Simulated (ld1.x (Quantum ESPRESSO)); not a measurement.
**Before and after: TM potential for tantalum (Ta)**

ld1.x (Quantum ESPRESSO) 7.5 input, shortened:

```
&input
   title='Ta', zed=73., rel=2, dft='PBE', iswitch=3,
   config='[Xe] 4f14 5d3 6s2 6p0', rel_dist='average'
 /
 &inputp
   pseudotype=2, tm=.true., lloc=-1, rcloc=2.35,
   nlcc=.false.
 /
3
6S  1  0   2.00   0.00  2.75  2.75  0.0
5P  2  1   6.00   0.00  1.60  1.60  0.0
5D  3  2   3.00   0.00  1.55  1.55  0.0
 &test
   configts(1)='5p6 5d3 6s2 6p0'
 /
```

Open shells are filled in proportion to 2j + 1 (rel_dist='average').

Change: wave 5d (bound): rc 1.55 bohr becomes 5d (bound): rc 1.18 bohr.

Cutoffs: the cutoffs (Ry, on a coarse ladder) from which the occupation-weighted sum of valence levels, in a spherical-Bessel basis at the reference potential, stays within 10 and 1 mRy of its value at 400 Ry; they do not see the model core or the augmentation charge, which bear on the density cutoff. Errors are all-electron minus pseudo energies relative to the spin-unpolarised reference configuration.

Question: What does the change do?

Answer: The potential gets harder (50 Ry and 90 Ry → 100 Ry and 140 Ry); both files keep a bound ghost (s); of the 6 tests that both files solve, the error grows in 1 and shrinks in 0 by more than 15 % and 0.3 meV (median size 16.0 → 16.7 meV). A smaller radius makes the pseudo-wave follow the all-electron one further in, where it bends more sharply, so more plane waves are needed.

```tsv
quantity	base	changed
cutoff, loose	50 Ry	100 Ry
cutoff, tight	90 Ry	140 Ry
loose cutoff by channel (10 mRy a level)	s 10 Ry, p 40 Ry, d 25 Ry	s 10 Ry, p 40 Ry, d 90 Ry
bound ghosts	s	s
tests counted (converged, no solver errors)	6 of 7	6 of 7
error for 5p6 5d3 6s1 6p0, meV [ΔE 8.47 eV]	-4.4	-4.5
error for 5p6 5d3 6s0 6p0, meV [ΔE 23.44 eV]	-1.5	-1.8
error for 5p6 5d2 6s0 6p0, meV [ΔE 47.04 eV]	+72	+74
error for 5p6 5d3.5 6s1.5 6p0, meV [ΔE 0.99 eV]	-7.4	-7.9
error for 5p6 5d4 6s1 6p0, meV [ΔE 2.09 eV]	-25	-26
error for 5p6 5d3 6s0 6p2, meV [ΔE 8.52 eV]	-118	-118
s: phases at 3.01 bohr within 0.05 rad from the reference energy up to (Ry; the scan ends near 5)	3.1	3.1
p1/2: phases at 3.01 bohr within 0.05 rad from the reference energy up to (Ry; the scan ends near 5)	-0.1	-0.1
p3/2: phases at 3.01 bohr within 0.05 rad from the reference energy up to (Ry; the scan ends near 5)	to the end of the scan	to the end of the scan
d3/2: phases at 3.01 bohr within 0.05 rad from the reference energy up to (Ry; the scan ends near 5)	1.8	1.8
d5/2: phases at 3.01 bohr within 0.05 rad from the reference energy up to (Ry; the scan ends near 5)	1.9	1.9
```

Base: Tests not counted: 5p5 5d3 6s2 6p0 (solver errors, printed error -930 eV). These tests converged, but a pseudo level misses the all-electron one widely, so the file describes the atom poorly there or has found another state: 5p6 5d2 6s0 6p0: empty 6s by 4.4 eV. ld1.x printed “convergence not achieved” for 1 of the counted tests; its residual had stalled under 1e-8, short of the target of 1e-14. Changed file: Tests not counted: 5p5 5d3 6s2 6p0 (solver errors, printed error -839 eV). These tests converged, but a pseudo level misses the all-electron one widely, so the file describes the atom poorly there or has found another state: 5p6 5d2 6s0 6p0: empty 6s by 4.4 eV. ld1.x printed “convergence not achieved” for 2 of the counted tests; their residual had stalled under 1e-8, short of the target of 1e-14. A true bound ghost makes a file unfit for plane-wave use even where its test errors are small: the radial tests pick states by their node count and pass the ghost by. Where a test does run into it, the solver fails or the error is huge.
